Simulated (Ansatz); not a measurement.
Relaxation of ClF4HTi (7 atoms, charge 0, multiplicity 1), to a largest force component of 0.03 eV/Å in at most 50 steps.

These are results of RKS PBE0/def2-SVP in Ansatz, not measurements.

```xyz
7
Properties=species:S:1:pos:R:3:forces:R:3
Ti -0.499 0.000 -0.411 -1.01 0.00 0.75
F 0.083 -0.001 2.563 0.03 0.00 -0.02
F 1.121 0.001 0.153 0.00 0.00 -0.04
F -0.635 1.377 -1.419 0.00 0.01 -0.01
F -0.635 -1.378 -1.418 0.00 -0.01 -0.01
Cl -2.431 0.001 0.889 1.10 0.00 -0.59
H -0.791 0.000 2.862 -0.14 0.00 -0.07
```

Where does it end, and by what steps?

The run converged. After 26 steps the energy has fallen by 0.437 eV; F2 moved furthest, 0.95 Å. Joined: Ti1–F2 (3.03 → 2.37 Å).

| step | energy less start (eV) | largest force component (eV/Å) | accepted |
| --- | --- | --- | --- |
| 0 | 0.0000 | 1.099 | yes |
| 1 | -0.0782 | 0.679 | yes |
| 2 | -0.0825 | 0.411 | yes |
| 3 | -0.0851 | 0.285 | yes |
| 4 | -0.0862 | 0.116 | yes |
| 5 | -0.0886 | 0.117 | yes |
| 6 | -0.0978 | 0.344 | yes |
| 7 | -0.1057 | 0.710 | yes |
| 8 | -0.0943 | 0.956 | no |
| 9 | -0.1156 | 0.185 | yes |
| 10 | -0.1169 | 0.072 | yes |
| 11 | -0.1174 | 0.078 | yes |
| 12 | -0.1180 | 0.135 | yes |
| 13 | -0.1181 | 0.643 | yes |
| 14 | -0.1014 | 1.425 | no |
| 15 | -0.1273 | 0.357 | yes |
| 16 | -0.1397 | 0.190 | yes |
| 17 | -0.1560 | 0.520 | yes |
| 18 | -0.1946 | 0.668 | yes |
| 19 | -0.2486 | 0.700 | yes |
| 20 | -0.3352 | 0.635 | yes |
| 21 | -0.4051 | 0.449 | yes |
| 22 | -0.3999 | 0.896 | no |
| 23 | -0.4347 | 0.124 | yes |
| 24 | -0.4349 | 0.324 | yes |
| 25 | -0.4373 | 0.041 | yes |
| 26 | -0.4374 | 0.007 | yes |

```xyz
7
Properties=species:S:1:pos:R:3
Ti -0.455 0.139 -0.166
F -0.098 -0.745 2.003
F 1.073 0.847 0.194
F -0.820 0.831 -1.693
F -0.401 -1.542 -0.536
Cl -2.211 0.853 1.039
H -0.875 -0.382 2.379
```

Whether the end is a true minimum wasn't checked by a vibrational analysis.

Run time: 66 s on 4 threads of Arm Neoverse V1 (shared host), peak memory 0.28 GiB.
